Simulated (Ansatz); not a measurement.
Geometry optimisation, UKS PBE0/def2-SVP in Ansatz.

Input file:

```yaml
crystal:
  periodic: [false, false, false]
  atoms:
    - { symbol: O, position_ang: [1.48084, -0.547, 2.2282] }
    - { symbol: C, position_ang: [1.22678, -0.38204, 1.10408] }
    - { symbol: C, position_ang: [0.85067, -0.18413, -0.11019] }
    - { symbol: Si, position_ang: [-0.94151, 0.25993, -0.48561] }
    - { symbol: H, position_ang: [2.09346, -0.48903, 0.45177] }
    - { symbol: H, position_ang: [-1.30776, 1.52288, 0.15911] }
    - { symbol: H, position_ang: [-1.00559, 0.39244, -1.94112] }
    - { symbol: H, position_ang: [-1.84363, -0.79897, -0.02778] }
magnetization:
  spin_polarized: true
basis:
  gaussian: { orbitals: def2-SVP }
hamiltonian:
  xc: pbe0
relax:
  f_tol: 0.02
  max_steps: 50
```

Run as:

```bash
$ ansatz run input.yaml --threads 2 --pin off --max-ram 3072MiB --backend cpu --events-out ev --progress --plain --runs-dir out
```

Problem. Where does it end, and by what steps?

Solution. It converged. The force dipped under the threshold on the way, but the program's further checks kept it going. After 21 steps the energy has fallen by 3.970 eV; H5 moved furthest, 1.24 Å. Parted: C2–H5. Joined: C3–H5.

```json
{"step": "0", "energy less start (eV)": "0.0000", "largest force component (eV/Å)": "5.419", "accepted": "yes"}
{"step": "1", "energy less start (eV)": "-1.1318", "largest force component (eV/Å)": "3.880", "accepted": "yes"}
{"step": "2", "energy less start (eV)": "-2.1000", "largest force component (eV/Å)": "5.292", "accepted": "yes"}
{"step": "3", "energy less start (eV)": "-2.9427", "largest force component (eV/Å)": "4.537", "accepted": "yes"}
{"step": "4", "energy less start (eV)": "-3.5310", "largest force component (eV/Å)": "0.986", "accepted": "yes"}
{"step": "5", "energy less start (eV)": "-3.7814", "largest force component (eV/Å)": "0.919", "accepted": "yes"}
{"step": "6", "energy less start (eV)": "-3.8757", "largest force component (eV/Å)": "0.632", "accepted": "yes"}
{"step": "7", "energy less start (eV)": "-3.9214", "largest force component (eV/Å)": "0.572", "accepted": "yes"}
{"step": "8", "energy less start (eV)": "-3.9331", "largest force component (eV/Å)": "0.211", "accepted": "yes"}
{"step": "9", "energy less start (eV)": "-3.9359", "largest force component (eV/Å)": "0.095", "accepted": "yes"}
{"step": "10", "energy less start (eV)": "-3.9371", "largest force component (eV/Å)": "0.174", "accepted": "yes"}
{"step": "11", "energy less start (eV)": "-3.9388", "largest force component (eV/Å)": "0.102", "accepted": "yes"}
{"step": "12", "energy less start (eV)": "-3.9334", "largest force component (eV/Å)": "0.786", "accepted": "no"}
{"step": "13", "energy less start (eV)": "-3.9417", "largest force component (eV/Å)": "0.051", "accepted": "yes"}
{"step": "14", "energy less start (eV)": "-3.9468", "largest force component (eV/Å)": "0.175", "accepted": "yes"}
{"step": "15", "energy less start (eV)": "-3.9509", "largest force component (eV/Å)": "0.559", "accepted": "yes"}
{"step": "16", "energy less start (eV)": "-3.9567", "largest force component (eV/Å)": "0.414", "accepted": "yes"}
{"step": "17", "energy less start (eV)": "-3.9629", "largest force component (eV/Å)": "0.375", "accepted": "yes"}
{"step": "18", "energy less start (eV)": "-3.9644", "largest force component (eV/Å)": "0.255", "accepted": "yes"}
{"step": "19", "energy less start (eV)": "-3.9693", "largest force component (eV/Å)": "0.021", "accepted": "yes"}
{"step": "20", "energy less start (eV)": "-3.9696", "largest force component (eV/Å)": "0.007", "accepted": "yes"}
{"step": "21", "energy less start (eV)": "-3.9696", "largest force component (eV/Å)": "0.015", "accepted": "yes"}
```

```xyz
8
Properties=species:S:1:pos:R:3
O 1.332 -1.280 2.299
C 1.152 -0.658 1.338
C 0.916 0.042 0.249
Si -0.802 0.253 -0.431
H 1.786 0.498 -0.237
H -1.188 1.697 -0.471
H -0.894 -0.288 -1.821
H -1.749 -0.490 0.452
```

Whether the end is a true minimum wasn't checked by a vibrational analysis.

The run took 35 s on 2 threads of Intel(R) Xeon(R) 6975P-C (Granite Rapids) (shared host), peak memory 0.21 GiB.
